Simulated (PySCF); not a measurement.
## One reaction down a group: Mg, Ca, Sr, Ba

The same gas-phase reaction for Mg, Ca, Sr, Ba:
- MgF + HCl → MgCl + HF
- CaF + HCl → CaCl + HF
- SrF + HCl → SrCl + HF
- BaF + HCl → BaCl + HF

Computed with PySCF and rigid-rotor harmonic-oscillator thermochemistry at 1 bar. † marks an energy on the PBE0/def2-TZVP geometry and frequencies. MP2 freezes the core. Open shells (unrestricted): MgF (multiplicity 2), MgCl (multiplicity 2), CaF (multiplicity 2), CaCl (multiplicity 2), SrF (multiplicity 2), SrCl (multiplicity 2), BaF (multiplicity 2), BaCl (multiplicity 2); the rest are closed-shell singlets. B3LYP is the form with VWN-RPA correlation. For Ca, Mg the outer core is correlated in a valence basis, which is rough. Ba, Sr: scalar-relativistic def2 core potential, no spin-orbit coupling. MP2 isn't extrapolated to the basis-set limit. The harmonic model lacks anharmonicity and excited electronic states, which grow with temperature; levels with a mode under 35 cm⁻¹ are left out.

ΔH°(298 K) in kJ, by level:

```json
[
 {"level": "ωB97M-V/def2-TZVP†", "Mg": "-13.5", "Ca": "-6.4", "Sr": "-15.9", "Ba": "-10.2"},
 {"level": "BLYP/def2-TZVP†", "Mg": "-0.2", "Ca": "12.6", "Sr": "3.1", "Ba": "5.2"},
 {"level": "MP2/def2-SVP†", "Mg": "-2.8", "Ca": "2.8", "Sr": "-15.8", "Ba": "-16.0"},
 {"level": "B3LYP/def2-TZVP†", "Mg": "-7.7", "Ca": "1.1", "Sr": "-8.1", "Ba": "-5.2"},
 {"level": "MP2/def2-TZVPP†", "Mg": "-17.5", "Ca": "-19.2", "Sr": "-23.0", "Ba": "-19.5"},
 {"level": "LDA/def2-TZVP†", "Mg": "-10.4", "Ca": "7.1", "Sr": "-2.9", "Ba": "-0.1"},
 {"level": "PBE/def2-TZVP†", "Mg": "-8.7", "Ca": "6.8", "Sr": "-2.4", "Ba": "0.9"},
 {"level": "PBE0/def2-SVP†", "Mg": "-7.8", "Ca": "0.2", "Sr": "-15.2", "Ba": "-19.8"}
]
```

At ωB97M-V/def2-TZVP†, ΔH° is not monotonic: it is lowest for Sr and highest for Ca, over a range of 9.5 kJ; the steps are +7.1, -9.5, +5.7 kJ. 2 of the 8 levels shown give the same order; BLYP/def2-TZVP†, MP2/def2-SVP†, MP2/def2-TZVPP†, LDA/def2-TZVP†, PBE/def2-TZVP†, PBE0/def2-SVP† order the members differently. The levels scatter most for Ca (31.8 kJ between the highest and the lowest) and least for Mg (17.3 kJ). ΔS°(298 K) runs from -0.9 to -0.6 J/K, so TΔS° at 298 K spreads over 0.1 kJ among the members, against 9.5 kJ for ΔH°.

Free energies at ωB97M-V/def2-TZVP†:

```
member  ΔS°(298 K), J/K  ΔG°(298 K), kJ  ΔG°(800 K), kJ         ΔG° changes sign
------  ---------------  --------------  --------------  -----------------------
Mg                 -0.9             -13             -13  none from 298 to 2500 K
Ca                 -0.7              -6              -6  none from 298 to 2500 K
Sr                 -0.6             -16             -16  none from 298 to 2500 K
Ba                 -0.6             -10             -10  none from 298 to 2500 K
```

The NASA 1993 table, where it holds all species, gives ΔH°(298 K) = 13 kJ for Mg, -13 kJ for Ca, -10 kJ for Sr, 0 kJ for Ba; its entries are part measured, part old estimates, and weren't checked at source. After a fit of one offset per element over all species, the range-separated, M06-2X, PBE0/def2-QZVP and CCSD(T)/def2-TZVPP enthalpies, where run, lie to one side of the table for MgCl (-24 kJ/mol): a fault of the table's entry, another state or a shared error of the levels is possible; this was not checked at source.
